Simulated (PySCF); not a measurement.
TeNF₃, singlet: data card

Method: B3LYP in PySCF with Te def2-SVP with ECP28, N def2-SVP, F def2-SVP; scalar-relativistic core potentials, no spin–orbit coupling; density-fitted integrals.

The structure is a saddle point with 1 imaginary mode.

```xyz
5
charge 0 multiplicity 1, angstrom
Te    0.0656    0.0000   -0.2724
N    -1.5519    0.0000    0.8153
F    -0.4077    1.8972    0.1457
F    -0.4077   -1.8972    0.1457
F     1.5200    0.0000    0.9911
```

```json
{"Point group": "Cs", "Bond lengths": "Te–F 1.927 Å, Te–F 2.000 Å (×2), Te–N 1.949 Å", "Bond angles": "F–Te–F 92.4° (×2), F–Te–F 143.2°, F–Te–N 71.8° (×2), F–Te–N 105.1°", "Lowest empty level": "-5.58 eV", "Zero-point energy (real modes)": "19.5 kJ/mol", "Highest occupied level": "-8.43 eV", "Rotational constants": "0.1372, 0.0967, 0.0759 cm⁻¹", "Principal quadrupole moments (Buckingham, traceless) about the centre of mass": "-5.50, -0.34, 5.84 D Å", "Atomisation energy without zero-point energy": "995 kJ/mol", "Principal polarisabilities": "28.8, 41.5, 42.4 bohr³", "Dipole moment": "3.62 D"}
```

Harmonic modes (masses in u: Te 129.906, N 14.003, F 18.998):
| symmetry | ω (cm⁻¹) | IR (km/mol) | type |
| --- | --- | --- | --- |
| a'' | 312i | – | bend |
| a' | 155 | 7.8 | bend |
| a' | 177 | 6.6 | bend |
| a'' | 197 | 4.0 | bend |
| a' | 243 | 28.9 | bend |
| a' | 545 | 1.5 | stretch |
| a'' | 578 | 108 | stretch |
| a' | 634 | 72.2 | stretch |
| a' | 731 | 7.7 | stretch |

Charges (e):
```json
{"atom": "Te1", "Mulliken": "1.36", "Löwdin": "1.15", "polar tensor": "1.68", "Mayer order to Te1": "–"}
{"atom": "N2", "Mulliken": "-0.18", "Löwdin": "-0.17", "polar tensor": "-0.06", "Mayer order to Te1": "1.29"}
{"atom": "F3,4", "Mulliken": "-0.40", "Löwdin": "-0.33", "polar tensor": "-0.55", "Mayer order to Te1": "0.70"}
{"atom": "F5", "Mulliken": "-0.38", "Löwdin": "-0.32", "polar tensor": "-0.53", "Mayer order to Te1": "0.90"}
```

Mulliken populations on Te1 (electrons outside its core potential): s 3.86, p 8.30, d 10.47.

Only a few start shapes were tried, so a lower isomer may exist. At this level a singlet minimum of C3v symmetry lies 23 kJ/mol below this structure.

The final relaxation and frequency run took of the order of 2.6 core-minutes on a shared host.
